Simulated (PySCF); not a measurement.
Numbering as in the mapped SMILES `[CH3:1][CH:2]([CH3:3])[Si@@:4]1([CH3:5])[CH2:6][C@@H:7]1[CH3:8]`. Each H is labelled by its parent atom. Ha(C6) is cis to C8 on the ring; Hb(C6) is trans to C8 on the ring.

Computational details: structure optimised with GFN2-xTB, shielding tensors at PBE0/pcSseg-1 (GIAO), in PySCF (no solvent, one conformer, no relativistic terms, rapidly exchanging positions averaged).

Predict the 2D correlation tables (HSQC, COSY, HMBC).

Results:



HSQC (one-bond C–H):
```tsv
δH	δC
1.23 (H(C3))	22.7 (C3)
1.23 (H(C1))	22.0 (C1)
1.22 (H(C8))	19.6 (C8)
0.85 (H(C7))	10.6 (C7)
0.80 (Hb(C6))	9.9 (C6)
0.57 (H(C2))	19.2 (C2)
0.12 (H(C5))	-14.0 (C5)
-0.13 (Ha(C6))	9.9 (C6)
```

COSY cross peaks (H two or three bonds apart, from the bond graph; peaks can be absent where the dihedral angle is near 90°):
```tsv
δH	δH
1.23 (H(C3))	0.57 (H(C2))
1.23 (H(C1))	0.57 (H(C2))
1.22 (H(C8))	0.85 (H(C7))
0.85 (H(C7))	0.80 (Hb(C6))
0.85 (H(C7))	-0.13 (Ha(C6))
0.80 (Hb(C6))	-0.13 (Ha(C6))
```

HMBC (two and three bonds, from the bond graph):
```tsv
δH	δC
1.23 (H(C3))	22.0 (C1), 19.2 (C2)
1.23 (H(C1))	22.7 (C3), 19.2 (C2)
1.22 (H(C8))	10.6 (C7), 9.9 (C6)
0.85 (H(C7))	19.6 (C8), 19.2 (C2), 9.9 (C6), -14.0 (C5)
0.80 (Hb(C6))	19.6 (C8), 19.2 (C2), 10.6 (C7), -14.0 (C5)
0.57 (H(C2))	22.7 (C3), 22.0 (C1), 10.6 (C7), 9.9 (C6), -14.0 (C5)
0.12 (H(C5))	19.2 (C2), 10.6 (C7), 9.9 (C6)
-0.13 (Ha(C6))	19.6 (C8), 19.2 (C2), 10.6 (C7), -14.0 (C5)
```

Referencing at the same level of theory: ¹H, ¹³C vs TMS.

Short H···H contacts in this conformer between protons four or more bonds apart (candidates for NOE cross peaks, intensity ∝ r⁻⁶): H(C1)···H(C3) 2.51 Å, Ha(C6)···H(C8) 2.55 Å, H(C5)···H(C8) 2.56 Å, H(C1)···H(C5) 2.74 Å.

Shifts are as computed. Against solution values, carbons near 30 ppm lie about +3 ppm off and those near 130 ppm about +5 ppm. Of 1211 compounds with measured shifts, 218 miss one by over three times the rms of a fit or turn the order of signals round; such compounds aren't used in these exercises.
